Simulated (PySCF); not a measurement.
Species: C4HCl3O.
SMILES with atom numbers: `[O:1]=[CH:2][C:3]#[C:4][C:5]([Cl:6])([Cl:7])[Cl:8]` (hydrogens: H9 on C2)

Computed geometry: GFN2-xTB, gas phase.

Some entries are withheld. Bonds in one row agree within 0.01 Å.

```csv
coordinate,value
O1=C2,1.197 Å
C2–C3,?
C3≡C4,?
C4–C5,?
"C5–Cl6, C5–Cl7, C5–Cl8",?
C2–H9,1.107 Å
O1–C2–C3,?
C2–C3–C4,?
C3–C4–C5,179.2°
C4–C5–Cl6,110.4°
Cl6–C5–Cl7,?
```

**Question.** Fill in the missing values.

**Answer.** 
- C2–C3 = 1.436 Å, drawn single (aldehyde carbon to alkyne carbon); 0.02 Å above the sum of covalent radii, 1.42 Å.
- C3≡C4 = 1.206 Å, drawn triple (both ends alkyne carbon); 0.17 Å below the sum of covalent radii, 1.38 Å.
- C4–C5 = 1.433 Å, drawn single (alkyne carbon to CCl3 carbon); 0.02 Å below the sum of covalent radii, 1.45 Å.
- C5–Cl6, C5–Cl7, C5–Cl8 = 1.786 Å, drawn single (CCl3 carbon to chlorine of a CCl3 group); 0.01 Å above the sum of covalent radii, 1.78 Å.
- O1–C2–C3 = 125.3°, at the aldehyde carbon; the outer atoms are 2.341 Å apart.
- C2–C3–C4 = 179.8°, at the alkyne carbon; the outer atoms are 2.641 Å apart.
- Cl6–C5–Cl7 = 109.1°, at the CCl3 carbon; the outer atoms are 2.910 Å apart.

Radii are Cordero's, carbon taken as 0.76, 0.73 or 0.69 Å for four, three, and two or fewer neighbours.

Stationary, but not proved a minimum.
